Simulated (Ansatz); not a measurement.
Mulliken charges of C₂H₃FOSi (`O[SiH]1C=C1F`) from ωB97M-V/def2-TZVPP in Ansatz (PBE0-D4/def2-TZVP geometry).

```tsv
atom	x (Å)	y (Å)	z (Å)	charge (e)
O1	-1.139	1.399	0.862	-0.375
Si2	0.135	0.396	0.655	0.427
C3	0.078	-1.191	-0.218	-0.233
C4	0.722	-0.244	-0.908	0.082
F5	1.307	-0.233	-2.094	-0.180
H6	-1.829	1.378	0.195	0.181
H7	0.995	0.670	1.820	-0.026
H8	-0.176	-2.233	-0.369	0.124
```

Q: By hand: the dipole of these point charges (1 e Å = 4.8032 D).

A: Σ q r = (-0.088, -0.101, 0.252) e Å, of length 0.285 e Å = 1.37 D.

Q: How does the dipole of the full density compare? (Estimate.)

A: Ansatz gave: (-0.272, -0.096, 0.036) e Å, 1.40 D; the point charges give 0.98 times that, at 59° from its direction.

Point charges leave out the atoms' own dipoles, such as those of lone pairs, and Mulliken's split depends on the basis, so the two needn't agree.
